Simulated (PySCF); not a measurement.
HfF₃, SMILES [F][Hf+]([F])[F], charge +1, multiplicity 1.

Geometry: PBE0-D3(BJ)/def2-TZVP. The spin state was assumed, not searched. The isomer is the one that the SMILES or the coordinates give; other isomers of the formula were not compared. The def2 effective core potentials stand for the cores of Hf; spin–orbit coupling is left out.

Level of theory: CAM-B3LYP/def2-TZVPD run with PySCF.

Computed frontier levels, gap, dipole moment and polarisability:
* **highest occupied level**: -19.70 eV
* **lowest empty level**: -8.89 eV
* **orbital gap**: 10.81 eV
* **dipole moment about the centre of nuclear charge**: 4.92 D
* **mean static polarisability**: 26.4 bohr³ (3.91 Å³)
* **polarisability, principal values**: 19.8, 29.7, 29.7 bohr³
